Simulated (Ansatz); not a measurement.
```yaml
crystal:
  periodic: [false, false, false]
  atoms:
    - {symbol: B, position_ang: [-0.961272, 1.616535, -0.003327]}
    - {symbol: Sn, position_ang: [0.657506, 0.195747, -0.417649]}
    - {symbol: B, position_ang: [0.189907, -1.822524, 0.463885]}
    - {symbol: F, position_ang: [-0.483446, -2.720636, -0.248851]}
    - {symbol: H, position_ang: [-1.873583, 1.785104, -0.749435]}
    - {symbol: H, position_ang: [-1.016541, 2.226387, 1.035020]}
    - {symbol: H, position_ang: [2.122010, 0.731889, 0.369778]}
    - {symbol: H, position_ang: [1.023359, 0.094750, -2.034386]}
    - {symbol: H, position_ang: [0.442839, -2.146545, 1.642427]}
basis:
  gaussian: {orbitals: def2-mTZVPP}
hamiltonian: {xc: {name: M06-2X}, dispersion: d3bjatm}
output: {forces: true}
```

```sh
$ ansatz run in.yaml --threads 2 --pin off --events-out ev --progress --plain --max-ram 4352MiB
```

How does Ansatz answer? (Best estimate.)

Ansatz gave: The program refused the input.
```
Error: YAML parse error: error: line 15 column 19: hamiltonian.xc: no functional is named "M06-2X"; the names, which are not case-sensitive, are SVWN5, SPW92, PBE, PBE0, PBEsol, revPBE, revPBE0, RPBE, rPW86-PBE, HSE06, wPBEh, LC-wPBE, HISS, HF, BLYP, B3LYP, B3LYP5, BHLYP, CAM-B3LYP, r2SCAN, r2SCANh, r2SCAN0, r2SCAN50, m-r2SCAN, B97, wB97, wB97X, wB97X-V, B97M-V, wB97M-V, B2PLYP, B2GP-PLYP, PBE0-DH, PBE-QIDH
13 | basis:
14 |   gaussian: {orbitals: def2-mTZVPP}
15 | hamiltonian: {xc: {name: M06-2X}, dispersion: d3bjatm}
16 | output: {forces: true}
```

HSE06 is defined as in plane-wave codes.
